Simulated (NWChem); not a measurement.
System: C2H2ClF3; SMILES [C@H](Cl)(F)C(F)F

The following NWChem deck was run.

```
start job
memory heap 200 mb stack 900 mb global 1100 mb
geometry units angstroms noautosym nocenter noautoz
  F     -0.231091    -2.034321     0.614898
  C      0.457306    -0.909418     0.262989
  F      0.918148    -1.059710    -1.001605
  C     -0.507768     0.282359     0.342463
  F     -1.490028     0.143782    -0.583215
  Cl     0.403922     1.805132     0.078450
  H      1.316039    -0.772046     0.959883
  H     -0.956338     0.339475     1.357009
end
basis spherical
  * library 6-31g*
end
dft
  xc m06-2x
  iterations 150
end
cosmo
  dielec 25.0
end
task dft energy
```

Geometry: optimised at PBE-D3(BJ)/def2-SVP.

Level: M06-2X/6-31G* with COSMO at NWChem's default radii, gas-phase geometry; the question gives the dielectric constant.

Q: What results follow from this input? (M06-2X/6-31G* (spherical d), COSMO on the gas-phase geometry.) Quantities: electrostatic solvation energy (kcal/mol); dipole in solution (D).

A: 
* **electrostatic solvation energy (kcal/mol)**: -4.6
* **dipole in solution (D)**: 2.83
